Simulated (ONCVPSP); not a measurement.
**iron: one change to an ONCV potential, before and after**

* Element: Fe
* Generator: ONCVPSP 4.0.1
* Type: optimised norm-conserving Vanderbilt (ONCV)
* Functional: PBE
* Relativity: scalar-relativistic
* Frozen core: [Ne]
* Valence charge: 16
* Reference configuration: 3s2 3p6 3d6 4s2
* Partial waves: 3s+4s: rc 1.30 bohr, ncon 4, nbas 7, qcut 10.7 1/bohr, 2 projectors; 3p: rc 1.05 bohr, ncon 5, nbas 9, qcut 14 1/bohr, 2 projectors, debl 1.6 Ha; 3d: rc 1.00 bohr, ncon 5, nbas 10, qcut 12.7 1/bohr, 3 projectors, debl 3.8 Ha; f scattering state at 0.1 Ha: rc 1.40 bohr, ncon 4, nbas 8, qcut 7.1 1/bohr, 2 projectors, debl 0.9 Ha
* Local potential: polynomial inside 0.80 bohr (lpopt 5, dvloc0 0 Ha)
* Core correction: Teter function, fcfact 2.75, rcfact 1.6

In the p channel the program set the typed energies aside and used -2.207, 0.250 Ha.

Change: s: rc 1.16.

Cutoffs: the cutoffs (Ha) at which the residual kinetic energy of the hardest occupied pseudo-wave falls to 1 and 0.1 mHa per electron; they do not see the model core or the augmentation charge, which bear on the density cutoff. Errors are all-electron minus pseudo energies relative to the spin-unpolarised reference configuration.

**Question.** Predict the effect on cutoff, ghosts and configuration errors.

**Answer.** The potential gets neither clearly harder nor softer (79 Ha and 304 Ha → 79 Ha and 304 Ha); the d channel sets the loose cutoff, while the largest relative change is in s, which becomes harder; of the 4 tests that both files solve, the error grows in 0 and shrinks in 1 by more than 15 % and 0.3 meV (median size 2.7 → 2.2 meV); neither file shows a bound ghost.

```csv
quantity,base,changed
"cutoff, loose",79 Ha,79 Ha
"cutoff, tight",304 Ha,304 Ha
loose cutoff by channel,"s 36 Ha, p 61 Ha, d 79 Ha","s 41 Ha, p 61 Ha, d 79 Ha"
bound ghosts,none,none
GHOST(+) flags under 300 eV,none,none
"error for 3s2 3p6 3d6 4s1, meV [ΔE 8.73 eV]",-0.4,-0.4
"error for 3s2 3p6 3d6 4s0, meV [ΔE 24.93 eV]",-0.4,-0.3
"error for 3s2 3p6 3d5 4s0, meV [ΔE 59.16 eV]",-5.0,-4.0
"error for 3s2 3p6 3d5 4s2 4p1, meV [ΔE 8.75 eV]",+6.2,+5.7
p: phases at 1.07 bohr within 0.05 rad from the reference energy up to (Ha; the scan ends near 5),to the end of the scan,to the end of the scan
d: phases at 1.02 bohr within 0.05 rad from the reference energy up to (Ha; the scan ends near 5),to the end of the scan,to the end of the scan
f: phases at 1.42 bohr within 0.05 rad from the reference energy up to (Ha; the scan ends near 5),to the end of the scan,to the end of the scan
"rms error of d²Exc/dni dnj with the model core, mHa",1.52,1.34
```
